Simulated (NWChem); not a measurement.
System meant: SnHClF₂; SMILES [F][SnH]([F])[Cl]

Input file for NWChem:

```
start job
memory heap 200 mb stack 900 mb global 1100 mb
geometry units angstroms noautoz
  Sn     0.215750     0.362587     0.000000
  F     -0.750905     1.061481     1.533629
  F     -0.750905     1.061481    -1.533629
  Cl    -0.076241    -1.958430     0.000000
  H      1.841842     0.900739     0.000000
end
basis spherical
  * library def2-svp
end
dft
  xc pbe0
  iterations 150
  mulliken
end
task dft energy
```

End of the output:

```
             Grid Information
             ----------------
          Grid used for XC integration:  medium
          Radial quadrature: Mura-Knowles
          Angular quadrature: Lebedev.
          Tag              B.-S. Rad. Rad. Pts. Rad. Cut. Ang. Pts.
          ---              ---------- --------- --------- ---------
          Sn                  1.45      123           8.0       590
          F                   0.50       49           9.0       434
          Cl                  1.00       88          10.0       590
          H                   0.35       45           9.0       434
          Grid pruning is: on
          Number of quadrature shells:   305
          Spatial weights used:  Erf1

          Convergence Information
          -----------------------
          Convergence aids based upon iterative change in
          total energy or number of iterations.
          Levelshifting, if invoked, occurs when the
          HOMO/LUMO gap drops below (HL_TOL):  1.00D-02
          DIIS, if invoked, will attempt to extrapolate
          using up to (NFOCK): 10 stored Fock matrices.

                    Damping( 0%)  Levelshifting(0.5)       DIIS
                  --------------- ------------------- ---------------
          dE  on:    start            ASAP                start
          dE off:    2 iters        150 iters           150 iters

      Screening Tolerance Information
      -------------------------------
          Density screening/tol_rho:  1.00D-10
          AO Gaussian exp screening on grid/accAOfunc:  14
          CD Gaussian exp screening on grid/accCDfunc:  20
          XC Gaussian exp screening on grid/accXCfunc:  20
          Schwarz screening/accCoul:  1.00D-08

      Superposition of Atomic Density Guess
      -------------------------------------

      charge =      50.0 Sn (Tin)

      symmetry species            s     p     d     f
      number of basis functions =10     7     6
      number of cont. functions = 4     4     2
      number of closed shells   = 5     3     2
      number of open shells     = 0     1     0
      open shell occupation     = 0     2     0
 ------------------------------------------------------------------------
 atomscf:atomd: error in atom scf                   0
 ------------------------------------------------------------------------
 ------------------------------------------------------------------------
  current input line :
    18: task dft energy
 ------------------------------------------------------------------------
 ------------------------------------------------------------------------
 This error has not yet been assigned to a category
 ------------------------------------------------------------------------
 For more information see the NWChem manual at https://nwchemgit.github.io

0:atomscf:atomd: error in atom scf:Received an Error in Communication
```

**Question.** Can this run be used? If not, why, and what is the fix?

**Answer.** The program stopped with an error. Cause: the def2 basis of a heavy element holds valence functions alone and wants its effective core potential (without it all electrons must fit into that basis). This input runs:
```
start job
memory heap 200 mb stack 900 mb global 1100 mb
geometry units angstroms noautoz
  Sn     0.215750     0.362587     0.000000
  F     -0.750905     1.061481     1.533629
  F     -0.750905     1.061481    -1.533629
  Cl    -0.076241    -1.958430     0.000000
  H      1.841842     0.900739     0.000000
end
basis spherical
  * library def2-svp
end
ecp
  Sn library def2-ecp
end
dft
  xc pbe0
  iterations 150
  mulliken
end
task dft energy
```
It converges to -874.22412 Ha (PBE0/def2-SVP with def2 effective core potentials on Sn).
